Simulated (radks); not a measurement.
Species: Tb III. Configuration: [Xe] 4f9. Method: Dirac Kohn-Sham, BLYP, spin-unpolarised, spherical densities, finite nucleus; open shells are shared between the two j in proportion to 2j + 1; Fermi nuclear charge, rms radius 5.06 fm; computed with a radial shooting solver on a logarithmic mesh with Libxc functionals.

Spin-orbit splittings of the eigenvalues, e(l+1/2) - e(l-1/2), with zeta = 2 splitting/(2l+1) and mean radii in bohr:

| shell | occ. | splitting (eV) | zeta (eV) | <r> j=l-1/2 | <r> j=l+1/2 |
|---|---|---|---|---|---|
| 2p | 6 | 746.9 | 497.9 | 0.07589 | 0.08283 |
| 3p | 6 | 154.2 | 102.8 | 0.2286 | 0.2418 |
| 3d | 10 | 33.64 | 13.46 | 0.2141 | 0.2182 |
| 4p | 6 | 34.35 | 22.90 | 0.5527 | 0.5830 |
| 4d | 10 | 6.201 | 2.481 | 0.6178 | 0.6286 |
| 4f | 9 | 0.7881 | 0.2252 | 0.8862 | 0.9041 |
| 5p | 6 | 4.422 | 2.948 | 1.495 | 1.596 |
| 5d | 0 | 0.3066 | 0.1226 | 2.489 | 2.542 |
| 6p | 0 | 0.5810 | 0.3874 | 4.062 | 4.258 |
